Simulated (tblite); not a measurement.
Species: C4H10NSi2 (doublet state).
Atom-mapped SMILES: `[CH3:1][CH:2][Si@@:3]([CH3:4])([SiH3:5])[C:6]#[N:7]` (hydrogens: H8, H9, H10 on C1; H11 on C2; H12, H13, H14 on C4; H15, H16, H17 on Si5)

Cartesian coordinates in Å at the GFN2-xTB level; atoms count from 1:
```
atom  x, y, z in Å
C1    -2.1868   -1.0776   -0.5841
C2    -1.3367   -0.4819    0.4732
Si3    0.2485    0.3931    0.1524
C4     0.7764    1.4355    1.6567
Si5    2.0001   -0.9334   -0.6662
C6    -0.1226    1.6157   -1.2283
N7    -0.3381    2.3265   -2.1014
H8    -1.8987   -0.7327   -1.5741
H9    -2.1269   -2.1708   -0.5662
H10   -3.2363   -0.8245   -0.4166
H11   -1.6187   -0.7458    1.4840
H12   -0.0014    2.1296    1.9610
H13    1.0011    0.7948    2.5043
H14    1.6683    2.0155    1.4380
H15    1.5652   -1.6791   -1.8490
H16    2.4237   -1.9123    0.3403
H17    3.1757   -0.1406   -1.0339
```

Method: GFN2-xTB as coded in tblite; computed harmonic values from a numerical Hessian at the method's own geometry, unscaled. This tight-binding method is rough: wavenumbers can miss measured ones by several per cent, in bad cases by 10 to 20. Modes of hydrogen on silicon can be 10 to 20 % off. One conformer, not necessarily the lowest. Open shells enter through the occupations alone, without spin polarisation, and single modes of such species can be off by tens of per cent.

Harmonic wavenumbers (cm⁻¹): 33.9, 43.5, 74.8, 89.9, 94.4, 100.5, 127.0, 144.5, 158.6, 282.3, 315.0, 343.9, 397.1, 421.3, 426.8, 497.2, 586.2, 719.4, 761.2, 772.3, 797.2, 800.9, 819.1, 829.1, 959.9, 998.6, 1150.1, 1287.4, 1372.4, 1391.3, 1464.1, 1480.7, 1490.0, 1491.0, 2228.6, 2241.4, 2249.1, 2337.3, 2918.0, 2967.0, 3034.5, 3036.4, 3038.9, 3041.1, 3045.9.

A = 1530, B = 1317, C = 1155 MHz; mass 128.035 u (most abundant isotopes); point group C1, symmetry number 1; spin multiplicity 2.

Question: Zero-point energy?

Answer: Half the sum of the wavenumbers: 26430 cm⁻¹ = 75.57 kcal/mol.

Question: Give the ideal-gas entropy at 200 K and 1 bar in the rigid-rotor, harmonic-oscillator model (classical rotation).

Answer: Translation 38.50, rotation 28.12, vibration 31.06, spin (R ln 2) 1.38: S = 99.1 cal/(mol K).

Question: And Cp and H(200 K) − H(0)?

Answer: Cp = 35.12 cal/(mol K), of which vibrations give 27.17 (their classical limit is 45 R = 89.4); H(200 K) − H(0) = 4.73 kcal/mol without the zero-point energy, 3.14 from vibrations.

Question: Blend soft modes into free rotors: weight 1/[1 + (100 cm⁻¹/ν̃)⁴] for the oscillator and the rest for a rotor with moment μB/(μ + B), μ = h/(8π²ν), B = 10⁻⁴⁴ kg m². What vibrational entropy results?

Answer: 28.06 cal/(mol K) in place of 31.06, which changes −T·S at 200 K by +0.60 kcal/mol.

Question: What must be added to the electronic energy to get the Gibbs energy at 200 K and 1 bar?

Answer: ZPE + [H(200 K) − H(0)] − T·S = 75.57 + 4.73 − 19.81 = 60.49 kcal/mol.

Question: Which modes carry the vibrational entropy at 200 K?

Answer: 33.9 cm⁻¹: 4.80; 43.5 cm⁻¹: 4.30; 74.8 cm⁻¹: 3.24; 89.9 cm⁻¹: 2.89; 94.4 cm⁻¹: 2.79; 100.5 cm⁻¹: 2.67 cal/(mol K); the other 39 give 10.36 together.

Question: How do the functions run with temperature in this model?

Answer: 
```
T (K)  S (cal/(mol K))  Cp (cal/(mol K))  H − H(0) (kcal/mol)  G − H(0) (kcal/mol)  ln q(vib)
  100             78.5              25.0                 1.70                -6.15       3.48
  300            115.0              43.7                 8.68               -25.81      11.45
  500            140.5              56.8                18.81               -51.47      17.91
  800            170.2              69.7                37.92               -98.28      26.06
 1000            186.5              75.7                52.48              -133.99      30.77
```

q(vib) and H(0) count from the zero-point level.

Hindered rotation and anharmonicity are outside this model. Other conformers, if any are populated, would add a mixing term that is left out. The structure is chiral; the term R ln 2 for an equal mix with its mirror image is left out.
